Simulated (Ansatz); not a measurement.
C4H5Si (SMILES [C]1=C[SiH2]C=C1), doublet (typed; the unrestricted solution is spin-contaminated), geometry from GFN2-xTB. Base run: MP2/6-311G** run with Ansatz (a first-principles code).

The Ansatz input:
Ansatz 0.2 input:
```yaml
crystal:
  periodic: [false, false, false]
  atoms:
    - {symbol: C, position_ang: [-0.99710762, 1.09020519, -0.35746860]}
    - {symbol: C, position_ang: [0.28008814, 1.34121899, -0.24314913]}
    - {symbol: Si, position_ang: [1.12312239, -0.34185969, 0.21785218]}
    - {symbol: C, position_ang: [-0.58043733, -1.15517864, 0.16515843]}
    - {symbol: C, position_ang: [-1.51151541, -0.23827236, -0.14755384]}
    - {symbol: H, position_ang: [0.77323490, 2.28480944, -0.37557366]}
    - {symbol: H, position_ang: [1.72528454, -0.29866333, 1.54862896]}
    - {symbol: H, position_ang: [2.03566045, -0.79467200, -0.82984402]}
    - {symbol: H, position_ang: [-0.83608835, -2.18811366, 0.34720666]}
    - {symbol: H, position_ang: [-2.56797174, -0.44516387, -0.24226949]}
basis:
  gaussian:
    orbitals: 6-311G__.json
magnetization: {spin_polarized: true, initial_magnetization: 1}
correlation: {method: mp2}
```
The basis file holds 6-311G** in the JSON format of the Basis Set Exchange.

Each row names what was changed in the base input (with any setting that the change needs).

```json
[
 {"change": "base", "ΔE vs base (mEh)": "0.000", "MP2 correlation (Eh)": "-0.57969", "basis functions": "129", "core-seconds (rough)": "10"},
 {"change": "method = rpa", "ΔE vs base (mEh)": "-113.3", "MP2 correlation (Eh)": "-", "basis functions": "129", "core-seconds (rough)": "10"},
 {"change": "method = bccd_t", "ΔE vs base (mEh)": "-104.2", "MP2 correlation (Eh)": "-0.57969", "basis functions": "129", "core-seconds (rough)": "100"},
 {"change": "lower_state_search = off", "ΔE vs base (mEh)": "0.000", "MP2 correlation (Eh)": "-0.57969", "basis functions": "129", "core-seconds (rough)": "4"},
 {"change": "electrons = all", "ΔE vs base (mEh)": "-200.4", "MP2 correlation (Eh)": "-0.78009", "basis functions": "129", "core-seconds (rough)": "10"},
 {"change": "accuracy = high", "ΔE vs base (mEh)": "-0.004", "MP2 correlation (Eh)": "-0.57969", "basis functions": "129", "core-seconds (rough)": "20"},
 {"change": "fitting = cc-pVTZ-JKFIT (mean field), cc-pVTZ-RIFIT (correlation)", "ΔE vs base (mEh)": "0.162", "MP2 correlation (Eh)": "-0.57961", "basis functions": "129", "core-seconds (rough)": "10"},
 {"change": "reference functional = pbe0", "ΔE vs base (mEh)": "-47.487", "MP2 correlation (Eh)": "-", "basis functions": "129", "core-seconds (rough)": "9"},
 {"change": "method = ccsd_t", "ΔE vs base (mEh)": "-101.7", "MP2 correlation (Eh)": "-0.57969", "basis functions": "129", "core-seconds (rough)": "100"},
 {"change": "method = bccd", "ΔE vs base (mEh)": "-72.071", "MP2 correlation (Eh)": "-0.57969", "basis functions": "129", "core-seconds (rough)": "100"}
]
```
